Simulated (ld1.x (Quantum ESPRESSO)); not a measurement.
The numbers below are computed, except where a source is named.
## Pseudopotentials across the periodic table

Generated with ld1.x 7.5 (TM, RRKJ, ultrasoft, PAW), atompaw 4.2 or ONCVPSP 4.0.1. The cutoff is in Ry: for ld1.x and atompaw files where the sum of valence levels is converged to 10 mRy in a Bessel basis, for ONCV files where the hardest occupied wave has 1 mHa per electron of residual kinetic energy. The error is the largest all-electron minus pseudo excitation energy over each file’s own four to seven test configurations (ionisations up to +4, promotions, holes and added fractions of an electron), all of which were solved. The labels leave out finer settings (local radius, basis sizes, second energies), which also bear on the numbers. Spin-polarised tests are not counted. The rows are a selection from randomly drawn settings: files with unsolved tests, undetermined cutoffs or missed reference levels are left out.

A true bound ghost makes a file unfit for plane-wave use even where its test errors are small: the radial tests pick states by their node count and pass the ghost by.

```csv
element,potential,cutoff (Ry),largest error (meV),bound ghosts
O,"TM semilocal, PBE, scalar-relativistic, rc 0.60/1.00/0.85 (spd), local p, core correction no, reference 2s2 2p1",200,+299,none
P,"PAW, PBEsol, non-relativistic, rc 1.80/2.15/2.45 (spd), local d, core correction yes, reference 3s2 3p3",12,-37,none
Ar,"TM semilocal, PBE, scalar-relativistic, rc 1.00/1.30/1.15 (spd), local d, core correction no, reference 3s2 3p5",80,+157,none
```

Problem. Fill in the row for O: PAW, PBE, non-relativistic, rc 0.75/1.70/2.00 (spd), local smoothed, core correction yes, reference 2s2 2p4.

Solution. cutoff 55 Ry, largest error -3.3 meV, bound ghosts: none.

Problem. Fill in the row for Mo: TM, PBEsol, scalar-relativistic, rc 2.00/2.55/1.40 (spd), local p, core correction yes, reference 4d4 5s0 5p0.

Solution. cutoff 45 Ry, largest error -432 meV, bound ghosts: s.

Problem. Fill in the row for C: ultrasoft, PW91, non-relativistic, rc 1.00/2.10 (sp), local smoothed, core correction yes, reference 2s2 2p1.

Solution. cutoff 30 Ry, largest error +111 meV, bound ghosts: none.
